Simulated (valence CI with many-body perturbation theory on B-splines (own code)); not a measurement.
# Which ion has this spectrum?

A relativistic CI+MBPT calculation for an atom or ion with 6 electrons gives these levels (cm⁻¹):

| J | Parity | E | g |
| --- | --- | --- | --- |
| 0 | even | 0 |  |
| 1 | even | 298608 | 1.49 |
| 2 | even | 373855 | 1.26 |
| 2 | even | 729240 | 1.23 |
| 0 | even | 908558 |  |
| 2 | odd | 996980 | 1.88 |
| 1 | odd | 1342806 | 0.85 |
| 2 | odd | 1413509 | 1.33 |
| 3 | odd | 1519786 | 1.33 |
| 0 | odd | 1677914 |  |
| 1 | odd | 1714452 | 1.28 |
| 2 | odd | 1770900 | 1.25 |
| 1 | odd | 1873555 | 1.60 |
| 2 | odd | 2069449 | 1.19 |

The energies are calculated, and their last digits are not significant.

Question: Which is it?
A. Se28+
B. Ge26+
C. As27+
D. Kr30+

Answer: A. Se28+, ground level (2s^2 2p1/2^2) J=0.
